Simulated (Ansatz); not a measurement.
Species: CH7NOSi, SMILES `CN[SiH2]O` (C–N–Si–O torsion 83°, N–Si–O–H torsion -73°) (charge 0, multiplicity 1).

Give a relaxed geometry from PBE0-D4/def2-TZVP in Ansatz (a program for electronic structure).

This is not unique; one that fits is the end point of this relaxation, one of several conformers (outside a Z-matrix the atoms follow the SMILES, hydrogens last).
Cartesian coordinates (Å) in one orientation:
```xyz
11

C     -1.543    -0.281     0.222
N     -0.203    -0.472     0.729
Si     1.236    -0.116    -0.113
O      1.782     1.443    -0.089
H     -1.519    -0.274    -0.871
H     -2.204    -1.100     0.523
H     -2.002     0.661     0.548
H     -0.160    -0.576     1.731
H      0.973    -0.505    -1.525
H      2.333    -0.871     0.531
H      1.307     2.090    -0.612
```
